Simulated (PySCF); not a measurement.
Working out the ionisation energy of Ne⁶⁺

Ne⁶⁺ [He] 2s2 (1S) → Ne⁷⁺ [He] 2s1 (2S). Computed with PySCF 2.14 in an uncontracted even-tempered set (18 s from 0.56 bohr⁻², ratio 2.2; 9 p from 0.95 bohr⁻², ratio 2.4; 6 d from 2.8 bohr⁻², ratio 2.4; 5 f from 4.3 bohr⁻², ratio 2.4; 5 g from 6.4 bohr⁻², ratio 2.4), with the non-relativistic Hamiltonian (point nucleus). Frozen: nothing; the 11 highest virtual orbitals dropped. Energies in hartree (1 hartree = 27.21139 eV):

```json
{"part": "UHF", "Ne⁶⁺ (lower)": "-110.110968", "Ne⁷⁺ (upper)": "-102.631248"}
{"part": "MP2 opposite-spin", "Ne⁶⁺ (lower)": "-0.123588", "Ne⁷⁺ (upper)": "-0.047242"}
{"part": "MP2 same-spin", "Ne⁶⁺ (lower)": "-0.003128", "Ne⁷⁺ (upper)": "-0.001648"}
```

Q: What does Hartree-Fock give?

A: (-102.631248) − (-110.110968) = 7.479720 hartree = 203.534 eV.

Q: What do MP2 and SCS-MP2 (6/5 opposite-spin, 1/3 same-spin) give?

A: The opposite-spin parts differ by 2.077 eV and the same-spin parts by 0.040 eV. MP2: 203.534 + (2.077) + (0.040) = 205.651 eV. SCS-MP2: 203.534 + 1.2 × (2.077) + (0.040)/3 = 206.040 eV.

Measured between the centres of the two terms (NIST): 207.271 eV, so MP2 (all electrons) is off by -1.620 eV.

What remains against the reference includes basis incompleteness and correlation beyond second order.
